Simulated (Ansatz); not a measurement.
Two isomers of C2H6F2Si2: A = `C=C[SiH2][SiH](F)F`, B = `FC1(F)C[SiH]1[SiH3]`.

Program: Ansatz. Geometries: PBE0-D4/def2-TZVP. ΔE: electronic, gas phase. CCSD(T)/CBS is the MP2 limit (def2-TZVPP, def2-QZVPP) plus CCSD(T) − MP2 in def2-TZVPP, frozen cores. Functionals use def2-TZVPP. B3LYP here is the variant with VWN-RPA as its local correlation; programs differ in this. Each species was taken in one conformer, which may not be the lowest.

A:

Z-matrix (Å, degrees):
```
Si
C 1 1.860
Si 1 2.346 2 109.0
H 1 1.488 2 111.7 3 -119.5
H 1 1.488 2 109.5 3 118.9
C 2 1.330 1 123.3 3 -112.4
H 2 1.089 1 118.3 3 66.1
F 3 1.595 1 110.7 2 -174.0
F 3 1.596 1 109.0 2 -56.8
H 3 1.483 1 115.9 2 63.8
H 6 1.086 2 121.9 1 -1.7
H 6 1.086 2 122.0 1 178.6
```

B:

Z-matrix (Å, degrees):
```
C
F 1 1.352
C 1 1.502 2 115.5
F 1 1.350 2 108.7 3 -132.1
Si 1 1.880 2 121.6 3 77.6
H 3 1.086 1 115.2 2 -133.4
H 3 1.086 1 115.4 2 3.1
Si 5 2.322 1 118.9 2 -3.6
H 5 1.481 1 115.8 2 152.1
H 8 1.485 5 110.4 1 94.4
H 8 1.487 5 110.2 1 -145.0
H 8 1.485 5 107.6 1 -25.6
```

Task: Which is lower in electronic energy at CCSD(T)/CBS, and by how much? (Estimate.)

Result: The calculation gave: A, by 460.4 kJ/mol.

Task: Give E(B) − E(A) in kJ/mol with PBE0-D4, CCSD/def2-TZVPP, B3LYP-D4, MP2/def2-TZVPP, CCSD(T)/def2-TZVPP, ωB97M-V, HF/def2-TZVPP. (Best estimate.)

Result: The calculation gave: PBE0-D4 412.4, CCSD/def2-TZVPP 458.8, B3LYP-D4 447.2, MP2/def2-TZVPP 464.0, CCSD(T)/def2-TZVPP 452.2, ωB97M-V 435.3, HF/def2-TZVPP 492.6. None reverses the order clearly.

Largest T1 diagnostic: 0.014.

From PBE to PBE0 (25 % exact exchange), in def2-TZVPP and without D4, E(B) − E(A) moves by +13.2 kJ/mol. In def2-TZVPP, CCSD(T) changes the Hartree–Fock value by −40.4 kJ/mol (the triples alone add −6.6 kJ/mol) and MP2 by −28.5 kJ/mol.
